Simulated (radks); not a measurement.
The numbers below are computed, except where a source is named.
Species: Eu XVI. Configuration: [Kr] 4d10 4f2 (the NIST ground configuration).

Code: a radial shooting solver on a logarithmic mesh with Libxc functionals. Model: scalar-relativistic Kohn-Sham, exchange-only LDA, spin-polarised, spherical densities, point nucleus; open shells are filled with parallel spins first (spin-orbit coupling, left out, can overturn this in heavy ions).

Energy parts (hartree):
part                   energy
total             -10761.3647
kinetic            11536.2999
electron-nucleus  -25676.8953
Hartree             3597.1027
exchange            -217.8721

Orbitals (lengths in bohr, moments of r in powers of bohr; <r^-3> diverges for s and p1/2; r(90%) holds 90 % of the orbital's charge):
orbital  occ.  eigenvalue (hartree)      <r>      <r^4>  r(90%)  <r^-3>
1s up       1             -1787.517  0.02233  1.228e-06  0.0404       -
1s down     1             -1787.517  0.02233  1.228e-06  0.0404       -
2s up       1             -303.2584  0.09518  0.0001966   0.147       -
2s down     1             -303.2570  0.09518  0.0001966   0.147       -
2p up       3             -271.5642  0.08393  0.0001462   0.137   10770
2p down     3             -271.5633  0.08393  0.0001462   0.137   10770
3s up       1             -75.83261   0.2498   0.007653   0.366       -
3s down     1             -75.78638   0.2497   0.007640   0.366       -
3p up       3             -65.96742   0.2481   0.007995   0.371    2244
3p down     3             -65.92167   0.2480   0.007979   0.371    2247
3d up       5             -52.74556   0.2259   0.006399   0.352   303.8
3d down     5             -52.70987   0.2258   0.006380   0.352   304.2
4s up       1             -23.91478   0.5552     0.1726   0.794       -
4s down     1             -23.81811   0.5553     0.1727   0.794       -
4p up       3             -20.58672   0.5825     0.2159   0.842   532.7
4p down     3             -20.49145   0.5826     0.2161   0.842   532.1
4d up       5             -15.93436   0.6166     0.2934   0.913   63.21
4d down     5             -15.84031   0.6168     0.2940   0.914   63.10
4f up       2             -10.77471   0.6591     0.4532    1.03   11.26
4f down     0             -10.67857   0.6600     0.4570    1.03   11.25
5s up       0             -10.69452    1.106      2.511    1.54       -
5s down     0             -10.61971    1.108      2.531    1.55       -
5p up       0              -9.50860    1.179      3.291    1.65   154.0
5p down     0              -9.43767    1.182      3.324    1.66   153.0

The highest occupied level is 4f up at -293.19 eV. For comparison, the ionisation energy in NIST's Atomic Spectra Database is 311 eV (theoretical). In exact Kohn-Sham theory the highest level is minus the ionisation energy, but local and semilocal functionals leave it too shallow, through self-interaction and a potential that decays too fast; potentials with the right tail come closer. The density falls to 0.001 e/bohr^3 at r = 1.75 bohr.
